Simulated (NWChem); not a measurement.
Molecule: C₃H₂ClF; SMILES FC=C=CCl

```xyz
7

F      0.4892    -2.6471    -0.2629
C     -0.1928    -1.7542     0.4482
C     -0.4218    -0.5301     0.0443
C     -0.6943     0.6953    -0.3169
Cl     0.3199     2.0539     0.0410
H     -0.5460    -2.1514     1.4064
H     -1.5919     0.9660    -0.8825
```
Atoms are numbered in this order, from 1.

Level: PBE0/def2-SVP (NWChem), optimised geometry, unscaled harmonic frequencies. 

List the harmonic frequencies with IR intensities, and the thermochemistry.


```
frequency (cm⁻¹)  IR intensity (km/mol)
----------------  ---------------------
120                                 0.0
188                                 3.9
336                                 2.5
479                                 8.0
634                                23.9
789                                98.3
812                                14.0
891                                18.6
1068                              117.3
1210                              112.0
1282                               13.9
1457                               59.5
2105                              191.4
3204                                2.5
3206                                1.6
```

The zero-point energy is 25.4 kcal/mol and the thermal correction to the enthalpy at 298.15 K (with zero-point energy) comes out as 29.2 kcal/mol. The heat capacity Cv comes out as 16.2 cal/(mol K). The entropy at 298.15 K and 1 atm (symmetry number 1) is 74.3 cal/(mol K) and the dipole moment comes out as 1.50 D.

Rigid rotor and harmonic oscillator.
